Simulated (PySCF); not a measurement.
(3S)-3-fluorobut-1-ene (C4H7F), SMILES C=C[C@H](C)F. Atoms are numbered in the order given.

```xyz
12

C      1.8914     0.5055    -0.0189
C      0.8842    -0.1046    -0.6625
C     -0.4237    -0.4817    -0.0206
C     -1.6213     0.2055    -0.6694
F     -0.4068    -0.1624     1.3377
H      1.8011     0.7531     1.0498
H      2.8269     0.7682    -0.5352
H      0.9703    -0.3604    -1.7337
H     -0.5527    -1.5896    -0.0927
H     -2.5600    -0.1033    -0.1694
H     -1.6923    -0.0590    -1.7433
H     -1.5155     1.3053    -0.5865
```

Geometry: PBE-D3(BJ)/def2-SVP. One conformer was computed; it need not be the lowest.

Two levels are set side by side: PBE/pcSseg-1 (PySCF) and PBE0/pcSseg-1 (PySCF). GIAO shifts against CFCl3 (¹⁹F), TMS (¹H), TMS (¹³C) at the same level; non-relativistic, no solvent, atoms listed together averaged. Differences are taken from unrounded values.

```
quantity               PBE
------------------  ------
δ(¹³C) of C1 (ppm)   121.8
δ(¹³C) of C2 (ppm)   150.4
δ(¹³C) of C3 (ppm)    99.0
δ(¹³C) of C4 (ppm)    27.5
δ(¹⁹F) of F5 (ppm)  -231.3
δ(¹H) of H8 (ppm)     6.45
δ(¹H) of H9 (ppm)     5.80
```

**Question.** These are the PBE values. What does PBE0 give? (An estimate is asked for; the answer gives what the named calculation found.)

**Answer.** 
| quantity | PBE0 | PBE minus PBE0 |
|---|---|---|
| δ(¹³C) of C1 (ppm) | 125.0 | -3.2 |
| δ(¹³C) of C2 (ppm) | 150.9 | -0.5 |
| δ(¹³C) of C3 (ppm) | 94.9 | 4.1 |
| δ(¹³C) of C4 (ppm) | 27.1 | 0.4 |
| δ(¹⁹F) of F5 (ppm) | -215.3 | -16.0 |
| δ(¹H) of H8 (ppm) | 6.41 | 0.04 |
| δ(¹H) of H9 (ppm) | 5.59 | 0.22 |

Rough cost on one machine, each run with all the roots and properties that it gave: PBE0 against PBE within a factor of 2.
